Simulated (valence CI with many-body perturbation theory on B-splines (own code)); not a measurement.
**Forbidden lines of Yb XXX**

Method: relativistic CI+MBPT: five valence electrons over a frozen Dirac-Fock core [Kr], a basis of 7 s, 7 p, 8 d, 6 f, 4 g, 1 h functions for each j, with the one-electron correlation potential Σ1 (screened to all orders), the two-electron term Σ2, the three-electron term Σ3, Breit, model QED; selected single and double excitations, second order for the rest (own B-spline code, finite nucleus).

The last digits are not significant, and no measured levels were compared; by estimate large intervals hold to a few tenths of a per cent, small ones and those within an open d or f shell to about a per cent. Only levels of the ground parity were solved; by the run's estimate the other parity begins above the list, which can be wrong where configurations are misplaced.

Lines 51 to 100 of 120 in falling wavelength, among levels below 466640 cm⁻¹, chosen from the decays that carry over 1 % of a level's rate. Wavelengths and rates use the calculated energies. Electric multipoles are in the length gauge, E1 and E2 with the static RPA response of the core. S is in atomic units (e²a₀⁴ for E2 and M2, e²a₀⁶ for E3), for M1 in squared Bohr magnetons. Weak lines are less certain than strong ones. Lines between different terms over intervals too small for the method are left out, as are lines whose strength nearly cancels. Where a level lies close to another of its J and parity, the split of strength between their lines is uncertain.

Levels are named by their leading jj configuration (3d3/2^4 stands for four electrons in 3d with j = 3/2), which in mixed levels can hold well under half, so a name can repeat and another be missing. Letters in brackets count levels of one name in rising energy.

```tsv
λ vac (Å)	Upper	Lower	Type	A (s⁻¹)	S (a.u.)
984.0	(4d3/2^2 4d5/2^3) J=5/2 [c]	(4d3/2^3 4d5/2^2) J=7/2 [b]	M1	7.42e+03	1.57e+00
973.1	(4d3/2^2 4d5/2^3) J=13/2	(4d3/2^3 4d5/2^2) J=11/2	M1	2.74e+03	1.31e+00
960.0	(4d3/2^3 4d5/2^2) J=7/2 [a]	(4d3/2^4 4d5/2) J=5/2	M1	7.38e+03	1.94e+00
958.1	(4d3/2^2 4d5/2^3) J=5/2 [a]	(4d3/2^3 4d5/2^2) J=5/2 [a]	M1	3.31e+04	6.48e+00
953.5	(4d3/2^2 4d5/2^3) J=3/2 [c]	(4d3/2^2 4d5/2^3) J=5/2 [b]	M1	1.67e+03	2.15e-01
932.8	(4d3/2^3 4d5/2^2) J=3/2 [b]	(4d3/2^3 4d5/2^2) J=5/2 [a]	M1	8.74e+02	1.05e-01
931.5	(4d3/2^2 4d5/2^3) J=3/2 [a]	(4d3/2^3 4d5/2^2) J=3/2 [a]	M1	1.84e+04	2.21e+00
930.0	(4d3/2^3 4d5/2^2) J=3/2 [a]	(4d3/2^4 4d5/2) J=5/2	M1	2.18e+04	2.60e+00
918.2	(4d3/2^2 4d5/2^3) J=3/2 [c]	(4d3/2^2 4d5/2^3) J=3/2 [a]	M1	5.40e+03	6.20e-01
911.5	(4d3/2^2 4d5/2^3) J=5/2 [d]	(4d3/2^2 4d5/2^3) J=5/2 [b]	M1	4.39e+03	7.40e-01
897.8	(4d3/2^2 4d5/2^3) J=5/2 [b]	(4d3/2^3 4d5/2^2) J=3/2 [a]	M1	3.00e+03	4.83e-01
888.8	(4d3/2 4d5/2^4) J=11/2	(4d3/2^2 4d5/2^3) J=13/2	M1	5.48e+03	1.71e+00
878.0	(4d3/2^2 4d5/2^3) J=7/2 [b]	(4d3/2^3 4d5/2^2) J=5/2 [b]	M1	3.67e+02	7.36e-02
871.5	(4d3/2^2 4d5/2^3) J=5/2 [b]	(4d3/2^3 4d5/2^2) J=7/2 [a]	M1	6.16e+03	9.07e-01
870.4	(4d3/2^2 4d5/2^3) J=9/2 [b]	(4d3/2^3 4d5/2^2) J=9/2	M1	1.66e+04	4.06e+00
865.3	(4d3/2^2 4d5/2^3) J=3/2 [c]	(4d3/2^2 4d5/2^3) J=1/2 [a]	M1	5.20e+03	4.99e-01
864.2	(4d3/2 4d5/2^4) J=7/2 [a]	(4d3/2^2 4d5/2^3) J=9/2 [a]	M1	1.65e+04	3.16e+00
851.3	(4d3/2^2 4d5/2^3) J=5/2 [c]	(4d3/2^3 4d5/2^2) J=5/2 [b]	M1	3.28e+02	4.50e-02
848.0	(4d3/2^2 4d5/2^3) J=3/2 [b]	(4d3/2^3 4d5/2^2) J=1/2	M1	2.28e+03	2.06e-01
835.7	(4d3/2^2 4d5/2^3) J=7/2 [b]	(4d3/2^3 4d5/2^2) J=9/2	M1	4.19e+03	7.25e-01
834.1	(4d3/2 4d5/2^4) J=5/2 [a]	(4d3/2^2 4d5/2^3) J=5/2 [a]	M1	4.49e+04	5.80e+00
830.0	(4d3/2^2 4d5/2^3) J=7/2 [c]	(4d3/2^3 4d5/2^2) J=7/2 [b]	M1	6.45e+03	1.09e+00
826.0	(4d3/2^3 4d5/2^2) J=9/2	(4d3/2^4 4d5/2) J=5/2	E2	2.19e+00	7.52e-03
815.1	(4d3/2^2 4d5/2^3) J=7/2 [a]	(4d3/2^3 4d5/2^2) J=5/2 [a]	M1	3.93e+03	6.32e-01
810.0	(4d3/2^2 4d5/2^3) J=3/2 [b]	(4d3/2^3 4d5/2^2) J=5/2 [b]	M1	3.44e+03	2.71e-01
808.7	(4d3/2 4d5/2^4) J=11/2	(4d3/2^2 4d5/2^3) J=9/2 [a]	M1	6.99e+03	1.64e+00
800.4	(4d3/2^2 4d5/2^3) J=9/2 [b]	(4d3/2^3 4d5/2^2) J=11/2	M1	5.68e+03	1.08e+00
796.8	(4d3/2 4d5/2^4) J=7/2 [a]	(4d3/2^2 4d5/2^3) J=7/2 [a]	M1	1.45e+04	2.17e+00
788.5	(4d3/2^3 4d5/2^2) J=5/2 [b]	(4d3/2^4 4d5/2) J=5/2	M1	1.38e+02	1.50e-02
777.6	(4d3/2 4d5/2^4) J=11/2	(4d3/2^2 4d5/2^3) J=11/2	M1	2.43e+04	5.08e+00
772.2	(4d3/2^2 4d5/2^3) J=1/2 [b]	(4d3/2^3 4d5/2^2) J=1/2	M1	8.46e+03	2.89e-01
758.8	(4d3/2^2 4d5/2^3) J=9/2 [b]	(4d3/2^3 4d5/2^2) J=7/2 [a]	M1	5.18e+03	8.39e-01
755.5	(4d3/2^3 4d5/2^2) J=1/2	(4d3/2^4 4d5/2) J=5/2	E2	6.76e+00	2.97e-03
733.5	(4d3/2^2 4d5/2^3) J=7/2 [c]	(4d3/2^3 4d5/2^2) J=5/2 [b]	M1	3.34e+03	3.92e-01
732.3	(4d3/2^2 4d5/2^3) J=7/2 [b]	(4d3/2^3 4d5/2^2) J=7/2 [a]	M1	2.91e+02	3.39e-02
731.2	(4d3/2^2 4d5/2^3) J=5/2 [c]	(4d3/2^3 4d5/2^2) J=3/2 [a]	M1	4.58e+03	3.99e-01
713.7	(4d3/2^2 4d5/2^3) J=5/2 [c]	(4d3/2^3 4d5/2^2) J=7/2 [a]	M1	1.19e+04	9.61e-01
705.9	(4d3/2^2 4d5/2^3) J=9/2 [c]	(4d3/2^3 4d5/2^2) J=7/2 [b]	M1	6.80e+03	8.87e-01
703.8	(4d3/2^2 4d5/2^3) J=7/2 [c]	(4d3/2^3 4d5/2^2) J=9/2	M1	7.18e+03	7.42e-01
701.0	(4d3/2^3 4d5/2^2) J=7/2 [b]	(4d3/2^4 4d5/2) J=5/2	M1	6.77e+02	6.92e-02
700.5	(4d3/2^2 4d5/2^3) J=3/2 [b]	(4d3/2^3 4d5/2^2) J=3/2 [a]	M1	4.22e+03	2.15e-01
695.3	(4d3/2 4d5/2^4) J=7/2 [a]	(4d3/2^2 4d5/2^3) J=5/2 [a]	M1	1.90e+03	1.89e-01
691.1	(4d3/2^2 4d5/2^3) J=3/2 [a]	(4d3/2^3 4d5/2^2) J=5/2 [a]	M1	1.44e+04	7.05e-01
683.0	(4d3/2^2 4d5/2^3) J=3/2 [c]	(4d3/2^3 4d5/2^2) J=3/2 [b]	M1	2.51e+03	1.18e-01
670.0	(4d3/2^2 4d5/2^3) J=3/2 [c]	(4d3/2^2 4d5/2^3) J=5/2 [a]	M1	2.35e+03	1.05e-01
661.2	(4d3/2^2 4d5/2^3) J=5/2 [d]	(4d3/2^3 4d5/2^2) J=3/2 [b]	M1	6.04e+03	3.88e-01
649.0	(4d3/2^2 4d5/2^3) J=5/2 [d]	(4d3/2^2 4d5/2^3) J=5/2 [a]	M1	4.01e+03	2.44e-01
648.0	(4d3/2^2 4d5/2^3) J=1/2 [b]	(4d3/2^3 4d5/2^2) J=3/2 [a]	M1	1.63e+04	3.28e-01
596.6	(4d3/2 4d5/2^4) J=5/2 [a]	(4d3/2^3 4d5/2^2) J=5/2 [b]	M1	5.25e+03	2.48e-01
586.4	(4d3/2^2 4d5/2^3) J=7/2 [b]	(4d3/2^3 4d5/2^2) J=5/2 [a]	M1	1.09e+02	6.50e-03
```
